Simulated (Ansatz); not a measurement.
Program: Ansatz. Geometries: PBE0-D4/def2-TZVP. ΔE: electronic, gas phase. CCSD(T)/CBS is the MP2 limit (def2-TZVPP, def2-QZVPP) plus CCSD(T) − MP2 in def2-TZVPP, frozen cores. This one scheme is used for every species. Functionals use def2-TZVPP. B3LYP here is the variant with VWN-RPA as its local correlation; programs differ in this. One conformer a species, not always the lowest.

`CC(N)N[SiH3]` → `CC(N)N` + `[SiH2]`  (silylene loss)

`CC(N)N[SiH3]`:

Cartesian coordinates in Å:
```
C -0.851 -1.342 -0.662
C -0.244 -0.489 0.438
N -1.109 -0.528 1.596
N 0.075 0.859 -0.017
Si 1.642 1.348 -0.522
H -0.190 -1.381 -1.529
H -1.038 -2.357 -0.308
H -1.806 -0.913 -0.987
H 0.711 -0.939 0.741
H -2.050 -0.247 1.343
H -0.778 0.126 2.295
H -0.721 1.336 -0.419
H 1.610 2.819 -0.728
H 2.139 0.723 -1.787
H 2.612 0.984 0.546
```

`CC(N)N`:

```xyz
12

C    -1.144   -0.277   -0.418
C     0.323    0.071   -0.217
N     1.089   -0.913    0.523
N     0.415    1.305    0.538
H    -1.665    0.493   -0.995
H    -1.244   -1.222   -0.958
H    -1.639   -0.371    0.552
H     0.798    0.139   -1.211
H     0.663   -1.048    1.434
H     1.086   -1.804    0.042
H     1.387    1.568    0.642
H    -0.071    2.058    0.068
```

`[SiH2]`:

```xyz
3

Si   -0.039    0.710   -0.021
H     0.560   -0.298    0.955
H    -0.521   -0.413   -0.934
```

```
             level  ΔE (kcal/mol)
            PBE-D4           66.8
               PBE           64.5
              PBE0           67.1
             B3LYP           63.1
     HF/def2-TZVPP           63.7
CCSD(T)/def2-TZVPP           65.6
     HF/def2-QZVPP           63.9
    CCSD/CBS(def2)           66.0
```

(1) What does CCSD(T)/CBS give? (Best estimate.)

Largest T1 diagnostic among the species: 0.014.

## Answers

(1) Ansatz gave: +67.0 kcal/mol. The listed levels differ from it by -0.2, -2.5, 0.1, -3.9, -3.3, -1.4, -3.1, -1.0 kcal/mol.

The D4 term adds +3.6 kcal/mol with B3LYP and +2.0 kcal/mol with PBE0; it sums over pairs of atoms, weighted by their polarisabilities, and B3LYP, whose exchange is more repulsive, gets the larger term. In def2-TZVPP, CCSD(T) changes the Hartree–Fock value by +1.9 kcal/mol (the triples alone add +1.0 kcal/mol) and MP2 by +7.2 kcal/mol.
